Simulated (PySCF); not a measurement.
**A basis-limit estimate, worked out**

An elementary step of Si$_{2}$H$_{4}$OF$_{2}$, singlet (SiH₄O ([OH][SiH3]) + SiF₂ → Si₂H₄OF₂ ([F][SiH]([F])[O][SiH3]); H–O broken or loosened, Si–H, Si–O formed or tightened). “Start” and “end” are the PBE0-D4/def2-TZVP structures reached by relaxing down either side of its saddle point, with the molecules still in contact.

Program: PySCF 2.14 with density fitting (its default auxiliary sets; JK sets also for MP2 and CCSD(T)). Basis: def2-TZVPP and def2-QZVPP. Cores are frozen in the correlated methods.

Energies in eV:

| quantity | end | start |
| --- | --- | --- |
| Hartree–Fock, triple zeta (X = 3) | -23247.72539 | -23244.73324 |
| Hartree–Fock, quadruple zeta (X = 4) | -23248.63067 | -23245.61735 |
| MP2 correlation, X = 3 | -26.35375 | -26.63447 |
| MP2 correlation, X = 4 | -28.74636 | -29.04662 |
| CCSD(T) correlation, X = 3 | -28.01825 | -28.41683 |

Work out the step energy at the basis limit: extrapolate Hartree–Fock as E(X) = E∞ + A exp(−7.88 √X) and the MP2 correlation as E(X) = E∞ + B X^−2.97 (the exponents that Neese and Valeev fitted for def2-TZVPP and QZVPP), then add CCSD(T) − MP2 in triple zeta.

Each step is linear, so take the differences first (end − start): Hartree–Fock -2.99215 (X = 3) and -3.01332 (X = 4); MP2 correlation 0.28072 and 0.30026; CCSD(T) correlation 0.39858.
Two points give E∞ = E(4) + w [E(4) − E(3)], with w = 1/(exp(7.88 (2 − √3)) − 1) = 0.1377 for Hartree–Fock and w = 1/((4/3)^2.97 − 1) = 0.7407 for the correlation.
Hartree–Fock: -3.01332 + 0.1377 × (-0.02117) = -3.0162 eV.
MP2 correlation: 0.30026 + 0.7407 × 0.01954 = 0.3147 eV.
CCSD(T) − MP2: 0.39858 − 0.28072 = 0.1179 eV.
Sum: -3.0162 + 0.3147 + 0.1179 = -2.5836 eV, or -59.58 kcal/mol. Plain CCSD(T) in triple zeta gives -2.5936 eV, so the larger basis shifts the result by 0.0100 eV.

No T1 diagnostic of these runs exceeds 0.015. The restricted Hartree–Fock reference is unstable towards an unrestricted one at one or more of these structures.

Losses and insertions of silylenes and their heavier kin drive the gas-phase chemistry of silicon and germanium vapour deposition.

Labels in which every atom is bracketed show which atoms are joined, not bond orders.

For scale, one of the runs: CCSD(T)/def2-TZVPP, 233 basis functions, launched by `OMP_NUM_THREADS=4 python run.py`. Time: 29 min of wall clock on 4 CPU threads of an Intel Xeon; the host was shared. Peak host memory: 4.8 GiB.
